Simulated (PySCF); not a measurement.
**Vertical excitation energies**

C₇H₄ClFO.
Geometry (PBE0-D3(BJ)/def2-SVP, Å), atoms numbered from 1 in this order:
```xyz
14
C7H4ClFO angstrom
O      6.0399    2.3061   -0.8591
C      5.4807    1.2834   -0.6317
Cl     6.4392   -0.1924   -0.3015
C      4.0141    1.0937   -0.5911
C      3.3947   -0.1266   -0.2950
C      2.0094   -0.2221   -0.2703
C      1.2514    0.9116   -0.5457
F     -0.0708    0.8232   -0.5212
C      1.8417    2.1369   -0.8463
C      3.2258    2.2224   -0.8664
H      4.0088   -1.0021   -0.0818
H      1.5043   -1.1613   -0.0402
H      1.2081    2.9997   -1.0582
H      3.7232    3.1664   -1.0967
```

Method: PySCF, TDDFT PBE0/def2-SVPD, vertical, gas phase, core orbitals frozen in the response.

```
state  E (eV)  E (hartree)       f  main configurations (H = HOMO, L = LUMO)
   S1    4.60       0.1689  0.0001                               H-2→L (94%)
   S2    4.93       0.1810  0.0082                  H-1→L (78%), H→L+1 (21%)
   S3    5.11       0.1879   0.306                                 H→L (93%)
   S4    5.74       0.2109  0.0002                               H-3→L (96%)
   S5    6.05       0.2222  0.0092                  H-4→L (59%), H→L+1 (26%)
   S6    6.23       0.2290   0.148     H→L+1 (43%), H-4→L (32%), H-1→L (12%)
```

The lowest singlet lies at 4.60 eV (270 nm, ultraviolet) and is dark (f under 0.0005); its leading configuration is HOMO-2→LUMO (94%). The strongest level in the table is S3 at 5.11 eV (242 nm, f = 0.306). Löwdin shares by element: HOMO carbon 52% or more, fluorine 11% (atoms not listed hold the other 37%); LUMO carbon 44% or more, oxygen 18% (atoms not listed hold the other 38%). Of the 6 states listed, 2 reach f = 0.01 and 2 stay under 0.0005. The listed states span 1.64 eV, and the widest gap between neighbours is 0.63 eV (S3 to S4). Weighted by f, the mean energy of these states is 5.48 eV. The window holds the lowest 6 singlets.

Time: 91 s; peak memory 1.0 GiB. Hardware: one thread, Arm Neoverse V2 (aarch64), on a shared host.

One conformer stands for the species.
